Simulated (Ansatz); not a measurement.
Reaction (formal exchange of groups at a C–C bond): `CCCC(=O)O` + `C[SiH2]F` → `O=C(O)C[SiH2]F` + `CCC`

Computed with Ansatz on PBE0-D4/def2-TZVP structures; ΔE is electronic, products minus reactants. CCSD(T)/CBS is the MP2 limit (def2-TZVPP, def2-QZVPP) plus CCSD(T) − MP2 in def2-TZVPP, frozen cores. Functionals use def2-TZVPP. B3LYP here is the variant with VWN-RPA as its local correlation; programs differ in this. Each species was taken in one conformer, which may not be the lowest.

| level | ΔE (kJ/mol) |
| --- | --- |
| PBE0-D4 | 6.9 |
| B3LYP-D4 | 7.1 |
| ωB97M-V | 7.2 |
| SCS-MP2/def2-TZVPP | 7.7 |

(1) What does CCSD(T)/CBS give? (Best estimate.)

Largest T1 diagnostic among the species: 0.014.

Answers

(1) Ansatz gave: +8.3 kJ/mol. The listed levels differ from it by -1.4, -1.2, -1.1, -0.6 kJ/mol.
